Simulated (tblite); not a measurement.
Compound: C₇H₁₃P.
Z-matrix (Å and degrees, GFN2-xTB geometry), rows numbered from 1:
```
C 
C   1  1.5246
C   2  1.5244  1  110.59
P   2  1.8900  1  109.27  3   120.46
C   4  1.8229  2   97.69  1   171.66
C   5  1.3251  4  114.50  2   -91.62
C   6  1.4954  5  117.01  4     1.31
C   7  1.5330  6  107.63  5   -12.29
H   1  1.0887  2  110.11  3   -58.43
H   1  1.0894  2  110.44  3    61.33
H   1  1.0887  2  111.28  3  -178.40
H   2  1.0967  1  109.78  3  -120.87
H   3  1.0894  2  110.49  1   -56.17
H   3  1.0880  2  110.93  1  -176.34
H   3  1.0890  2  110.28  1    63.48
H   5  1.0784  4  121.09  2    90.18
H   6  1.0809  5  124.03  4  -179.70
H   7  1.0946  6  109.08  5   108.56
H   7  1.0925  6  110.86  5  -133.92
H   8  1.0932  4  106.50  2  -157.78
H   8  1.0903  4  111.01  2   -41.13
```

Calculated harmonic vibrations of the isolated species, GFN2-xTB (tblite), most abundant isotopes, no scaling. Errors from tens to a few hundred cm⁻¹ against measured bands are possible. One conformer, not necessarily the lowest.

Harmonic wavenumbers (cm⁻¹): 57.5, 79.5, 151.2, 185.7, 194.6, 224.0, 284.9, 297.2, 383.0, 408.9, 511.9, 627.0, 638.2, 707.8, 735.1, 765.8, 797.3, 884.2, 927.2, 937.3, 948.0, 961.2, 981.2, 1040.3, 1050.9, 1107.7, 1115.5, 1130.3, 1163.5, 1168.5, 1229.7, 1243.0, 1266.6, 1291.7, 1298.3, 1405.6, 1417.5, 1447.3, 1476.7, 1491.2, 1493.9, 1501.1, 1503.4, 1652.6, 2896.4, 2929.0, 2953.8, 2968.2, 2983.2, 3004.1, 3008.4, 3015.5, 3019.8, 3025.5, 3030.2, 3058.0, 3086.3.

A = 2822, B = 1315, C = 1116 MHz; mass 128.075 u (most abundant isotopes); point group C1, symmetry number 1.

Task: What is the zero-point energy?

Result: ½Σν̃ = 39581 cm⁻¹ = 473.49 kJ/mol.

Task: What is S at 273.15 K and 1 bar for an ideal gas of classical rigid rotors and harmonic oscillators?

Result: Translation 167.56, rotation 119.16, vibration 99.29: S = 386.0 J/(mol K).

Task: And Cp and H(273.15 K) − H(0)?

Result: Cp = 146.79 J/(mol K), of which vibrations give 113.53 (their classical limit is 57 R = 473.9); H(273.15 K) − H(0) = 24.07 kJ/mol without the zero-point energy, 14.98 from vibrations.

Task: Blend soft modes into free rotors: weight 1/[1 + (100 cm⁻¹/ν̃)⁴] for the oscillator and the rest for a rotor with moment μB/(μ + B), μ = h/(8π²ν), B = 10⁻⁴⁴ kg m². What vibrational entropy results?

Result: 93.18 J/(mol K) in place of 99.29, which changes −T·S at 273.15 K by +1.67 kJ/mol.

Task: What must be added to the electronic energy to get the Gibbs energy at 273.15 K and 1 bar?

Result: ZPE + [H(273.15 K) − H(0)] − T·S = 473.49 + 24.07 − 105.44 = 392.12 kJ/mol.

Task: Which modes carry the vibrational entropy at 273.15 K?

Result: 57.5 cm⁻¹: 18.28; 79.5 cm⁻¹: 15.61; 151.2 cm⁻¹: 10.42; 185.7 cm⁻¹: 8.82; 194.6 cm⁻¹: 8.46; 224.0 cm⁻¹: 7.41 J/(mol K); the other 51 give 30.29 together.

Task: How do the functions run with temperature in this model?

Result: 
```json
{"T (K)": "100", "S (J/(mol K))": "281.9", "Cp (J/(mol K))": "74.2", "H − H(0) (kJ/mol)": "5.11", "G − H(0) (kJ/mol)": "-23.08", "ln q(vib)": "1.29"}
{"T (K)": "200", "S (J/(mol K))": "345.7", "Cp (J/(mol K))": "114.3", "H − H(0) (kJ/mol)": "14.54", "G − H(0) (kJ/mol)": "-54.60", "ln q(vib)": "3.59"}
{"T (K)": "300", "S (J/(mol K))": "400.4", "Cp (J/(mol K))": "159.4", "H − H(0) (kJ/mol)": "28.18", "G − H(0) (kJ/mol)": "-91.93", "ln q(vib)": "6.00"}
{"T (K)": "500", "S (J/(mol K))": "503.0", "Cp (J/(mol K))": "246.2", "H − H(0) (kJ/mol)": "69.10", "G − H(0) (kJ/mol)": "-182.39", "ln q(vib)": "10.97"}
{"T (K)": "800", "S (J/(mol K))": "639.1", "Cp (J/(mol K))": "332.5", "H − H(0) (kJ/mol)": "157.02", "G − H(0) (kJ/mol)": "-354.29", "ln q(vib)": "18.48"}
{"T (K)": "1000", "S (J/(mol K))": "717.6", "Cp (J/(mol K))": "370.5", "H − H(0) (kJ/mol)": "227.52", "G − H(0) (kJ/mol)": "-490.12", "ln q(vib)": "23.27"}
```

q(vib) and H(0) count from the zero-point level.

Hindered rotation and anharmonicity are outside this model. Other conformers, if any are populated, would add a mixing term that is left out. The structure is chiral; the term R ln 2 for an equal mix with its mirror image is left out.

On Arm Neoverse V2, one thread, no GPU, shared host, this took 0.68 s. The figure is for the frequency step alone.
